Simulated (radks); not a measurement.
Results of a calculation; reference values are marked as such.
Initial-state core-level shifts of the molybdenum ion Mo3+ when its valence configuration changes from [Kr] 4d3. Level of theory: scalar-relativistic Kohn-Sham, LDA (Slater exchange, Perdew-Wang correlation), spin-polarised, spherical densities, finite nucleus; open shells are filled with parallel spins first (spin-orbit coupling, left out, can overturn this in heavy ions); Fermi nuclear charge, rms radius 4.4091 fm (a radial shooting solver on a logarithmic mesh with Libxc functionals). Shifts are changes of the shell-averaged eigenvalues in eV (positive: less bound); the change of the density at the nucleus, which sets a Mossbauer isomer shift, is in e/bohr^3, on a base of 9.227e+04.

valence               2s       2p       3p       3d  density at nucleus
4d2.5 5p0.5       -3.214   -3.199   -3.112   -3.131              +1.796
4d2 5s1           -5.392   -5.366   -5.161   -5.201             +28.534
4d1.5 5s1 5p0.5   -8.737   -8.695   -8.377   -8.439             +31.360
4d1.5 5p1.5       -9.816   -9.766   -9.465   -9.527              +5.829
4d1 5s2          -11.174  -11.123  -10.656  -10.742             +59.741
4d2 5p1           -6.481   -6.449   -6.262   -6.302              +3.734
4d1 5p2          -13.223  -13.156  -12.724  -12.811              +8.087
5p3              -20.261  -20.154  -19.412  -19.554             +13.096
